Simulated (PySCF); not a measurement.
# Computed structure and properties of [Ho(NH2)2]+

System: [Ho(NH2)2]+ (singlet in the valence; each metal's 4f electrons, 10 of them, lie in its core potential, out of spins and levels); start: displaced along the imaginary mode (C2). Method: PySCF 2.14.0, RKS PBE0, Ho lcecp-1-SVP with ECP56, N def2-SVP, H def2-SVP; non-relativistic Hamiltonian with scalar-relativistic core potentials where named; density fitting; no spin-orbit coupling.

Input of the relaxation:

```python
mol = gto.M(atom='''
Ho     0.00000    -0.00000    -0.19634
N      1.73373    -0.00634     0.95263
H      2.32087    -0.83608     1.22813
H      1.99217     0.78346     1.60122
N     -1.73373     0.00634     0.95263
H     -2.32087     0.83608     1.22813
H     -1.99217    -0.78346     1.60122''',
    basis={'Ho': 'lcecp-1-SVP', 'N': 'def2-SVP', 'H': 'def2-SVP'},
    ecp={'Ho': 'lcecp-1-SVP'},
    charge=1, spin=0)
mf = dft.RKS(mol, xc='PBE0')
mf.grids.atom_grid = (50, 194)  # f atoms: unpruned, at least (60, 302)
mf = mf.density_fit()  # fitting sets: Ho AutoAux, N def2-universal-JKFIT, H def2-universal-JKFIT
mf.conv_tol = 1e-08; mf.max_cycle = 55
mf.kernel(dm0)  # dm0: converged density of the start geometry
# quasi-Newton relaxation in Cartesian coordinates to a largest gradient under 0.00045 Eh/bohr, steps kept in the point group
```

Run from Python with OMP_NUM_THREADS=2; the lines above give its settings. Where DIIS fails, smearing, a level shift and second-order steps follow.
It took 58 s on 2 threads of Arm Neoverse V1, with other jobs on the host, from the converged density of the start.

Course of the relaxation:

```tsv
step	energy above end (eV)	largest force component within the symmetry (eV/Å)
0	0.5204	1.115
1	0.4010	0.139
2	0.3332	0.575
3	0.3083	0.742
4	0.2632	0.697
5	0.1997	0.573
6	0.1541	0.963
7	0.1216	0.823
17	0.0059	0.091
18	0.0020	0.139
19	0.0005	0.022
20	0.0001	0.036
21	0.0000	0.027
22	0.0000	0.015
```
(The steps between are left out.)

Relaxed geometry (C2v):

```xyz
7

Ho    0.0000    0.0000   -0.2557
N     1.6245   -0.1647    0.9988
H     2.6212   -0.2618    0.7945
H     1.5433   -0.1660    2.0184
N    -1.6245    0.1647    0.9988
H    -2.6212    0.2618    0.7945
H    -1.5433    0.1660    2.0184
```

```tsv
contact	Å
Ho1–N2 (NH2)	2.059
Ho1–N5 (NH2)	2.059
```

On the finer grid (75, 302):

| Quantity | Value |
| --- | --- |
| HOMO | -11.69 eV |
| LUMO | -6.77 eV |
| Dipole about the centre of mass | 2.79 D |
| Set of Mulliken populations of Ho1 outside the core potential | s 2.23, p 6.17, d 1.35, f 0.05 |
| D3(BJ) dispersion energy (not in the energies) | -0.092 eV |

```json
{"atom": "Ho1", "Mulliken (e)": "1.20", "Löwdin (e)": "1.00", "spin (e)": "0.00"}
{"atom": "N2", "Mulliken (e)": "-0.46", "Löwdin (e)": "-0.22", "spin (e)": "0.00"}
{"atom": "H3", "Mulliken (e)": "0.18", "Löwdin (e)": "0.11", "spin (e)": "0.00"}
{"atom": "H4", "Mulliken (e)": "0.19", "Löwdin (e)": "0.11", "spin (e)": "0.00"}
{"atom": "N5", "Mulliken (e)": "-0.46", "Löwdin (e)": "-0.22", "spin (e)": "0.00"}
{"atom": "H6", "Mulliken (e)": "0.18", "Löwdin (e)": "0.11", "spin (e)": "0.00"}
{"atom": "H7", "Mulliken (e)": "0.19", "Löwdin (e)": "0.11", "spin (e)": "0.00"}
```

The 4f levels lie in the core potential and are missing. Their spin isn't counted.

On the grid (50, 194), as all that follows. Harmonic modes: a minimum; lowest 139 cm⁻¹ (negative: unstable), highest 3611 cm⁻¹, zero-point energy 1.317 eV.

Taking off one NH2 (charge -1, singlet; the rest: singlet) in vacuum, both parts rigid, costs 17.24 eV; the small basis without counterpoise inflates it. Most of it is the attraction of opposite charges; other ways to part are cheaper, and one spin state was tried for the rest.

Rigid scan of NH2 along the line from its metal:

distance to N2 (Å), energy (eV) and a bar:
```
     1.76      1.427 #########
     1.86      0.550 ###
     1.96      0.120 #
     2.06      0.000 
     2.16      0.092 #
     2.26      0.325 ##
     2.46      1.026 ######
     2.76      2.270 ##############
     3.16      3.800 #######################
     3.66      5.014 ##############################
```

One start shape was tried, so this needn't be the lowest isomer.

An lcecp potential fixes the number of 4f electrons, so in runs with it no electron can move into or out of that shell.
